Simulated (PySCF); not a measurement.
**Polarisability and C₆ of Sn (tin, neutral)**

[Kr] 4d10 5s2 5p2, high-spin 3P determinant. Calculation: PySCF 2.14, in dyall-av2z (22s16p12d, 130 functions); no relativity, point nucleus. Coupled (time-dependent) response in atomic units; α is the mean over directions. A double-zeta set is small for polarisabilities.

```csv
method,mean α (bohr³),"α xx, yy, zz",C₆ (like pair),S(−4)
UHF,58.28,"49.92, 62.45, 62.45",651.4,1039
PBE,61.11,"49.47, 66.93, 66.93",671.8,1344
PBE0,59.01,"48.93, 64.05, 64.05",648.4,1169
```

S(−4) is the Cauchy moment in α(ω) = α(0) + S(−4) ω² + …

Reference α: 53 ± 6 bohr³ (recommended; Schwerdtfeger and Nagle, table of static dipole polarizabilities (2023 update)). Published C₆: 659.0 (Chu and Dalgarno (2004); Tang, Norbeck and Certain (1976)).

Spin-orbit coupling is absent.

α(iu) at PBE0:

```json
{"u (hartree)": "0", "α(iu) (bohr³)": "59.01"}
{"u (hartree)": "0.0500", "α(iu) (bohr³)": "56.27"}
{"u (hartree)": "0.100", "α(iu) (bohr³)": "49.72"}
{"u (hartree)": "0.200", "α(iu) (bohr³)": "35.06"}
{"u (hartree)": "0.300", "α(iu) (bohr³)": "24.22"}
{"u (hartree)": "0.500", "α(iu) (bohr³)": "12.72"}
{"u (hartree)": "0.750", "α(iu) (bohr³)": "6.875"}
{"u (hartree)": "1.00", "α(iu) (bohr³)": "4.288"}
{"u (hartree)": "1.50", "α(iu) (bohr³)": "2.138"}
{"u (hartree)": "2.00", "α(iu) (bohr³)": "1.289"}
{"u (hartree)": "3.00", "α(iu) (bohr³)": "0.6282"}
{"u (hartree)": "5.00", "α(iu) (bohr³)": "0.2547"}
```

The components differ because the open shell of this determinant is not spherical; for a pure term their mean is the scalar polarisability.

A non-relativistic calculation at this Z misses sizeable relativistic shifts.
